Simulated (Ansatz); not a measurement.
C₃H₉Al, SMILES `[CH3][Al]([CH3])[CH3]` with one electron removed (charge 1, multiplicity 2), frozen-core CCSD(T)/cc-pVTZ // B3LYP-D3(BJ)/def2-TZVP run with Ansatz (a program for electronic structure). The run hit its time limit unfinished.

Ansatz 0.2 input:
```yaml
crystal:
  periodic: [false, false, false]
  atoms:
    - { symbol: C, position_ang: [1.915762, -0.430945, 0.038673] }
    - { symbol: Al, position_ang: [0.002384, 0.000668, -0.002312] }
    - { symbol: C, position_ang: [-1.329626, -1.436193, 0.099311] }
    - { symbol: C, position_ang: [-0.583161, 1.868016, -0.141145] }
    - { symbol: H, position_ang: [2.460529, 0.080601, -0.760795] }
    - { symbol: H, position_ang: [2.118567, -1.500806, -0.046649] }
    - { symbol: H, position_ang: [2.364506, -0.08885, 0.978138] }
    - { symbol: H, position_ang: [-2.34708, -1.071226, 0.256124] }
    - { symbol: H, position_ang: [-1.333252, -2.019549, -0.828461] }
    - { symbol: H, position_ang: [-1.097478, -2.144017, 0.90096] }
    - { symbol: H, position_ang: [-1.15201, 2.163085, 0.747256] }
    - { symbol: H, position_ang: [0.242172, 2.574388, -0.253188] }
    - { symbol: H, position_ang: [-1.258971, 2.006655, -0.991456] }
basis:
  gaussian: { orbitals: cc-pVTZ }
correlation:
  method: ccsd_t
total_charge: 1
magnetization:
  spin_polarized: true
  initial_magnetization: 1
```

The last lines of the output:

```
1390 factors; integrals over basis functions are off by at most 1.0e-3 eV
mean field evaluation 1: about -9804.3506 eV, gradient 3.2e1 eV
mean field evaluation 2: about -9804.3526 eV, gradient 3.2e1 eV
mean field evaluation 4: about -9809.5252 eV, gradient 2.8e0 eV
mean field evaluation 8: about -9809.6664 eV, gradient 2.6e-1 eV
mean field evaluation 16: about -9809.6750 eV, gradient 2.8e-6 eV
mean field evaluation 32: about -9809.6748 eV, gradient 3.4e-2 eV
mean field evaluation 64: about -9809.6208 eV, gradient 6.7e-2 eV
mean field evaluation 96: about -9809.6223 eV, gradient 3.7e-3 eV
mean field evaluation 128: about -9805.3185 eV, gradient 4.0e-1 eV
mean field evaluation 160: about -9809.5188 eV, gradient 2.6e0 eV
mean field evaluation 192: about -9805.3234 eV, gradient 4.9e-4 eV
mean field -9809.67553836 eV, -360.4989267979 hartree, gradient 4.9e-6 eV, S^2 0.771568; 11 other end points of the search recorded, 0 dependent functions left out
determinant -9809.67553836 eV, -360.4989267979 hartree, with singles and doubles -9827.47813666 eV, -361.1531602184 hartree
determinant -9809.67514169 eV, -360.4989122205 hartree, with singles and doubles -9827.47829514 eV, -361.1531660424 hartree
determinant -9809.67500819 eV, -360.4989073144 hartree, with singles and doubles -9827.47787985 eV, -361.1531507806 hartree
determinant -9809.62232089 eV, -360.4969710919 hartree, with singles and doubles -9827.48841658 eV, -361.1535379984 hartree
determinant -9809.62191878 eV, -360.4969563146 hartree, with singles and doubles -9827.48845233 eV, -361.1535393121 hartree
determinant -9809.62084188 eV, -360.4969167393 hartree, with singles and doubles -9827.48799419 eV, -361.1535224757 hartree
determinant -9809.67553836 eV, -360.4989267979 hartree, with singles and doubles -9827.20081302 eV, -361.1429687625 hartree
determinant -9809.67514169 eV, -360.4989122205 hartree, with singles and doubles -9827.20095908 eV, -361.1429741300 hartree
determinant -9809.67500819 eV, -360.4989073144 hartree, with singles and doubles -9827.20059311 eV, -361.1429606809 hartree
determinant -9809.62232089 eV, -360.4969710919 hartree, with singles and doubles -9827.20479945 eV, -361.1431152613 hartree
```
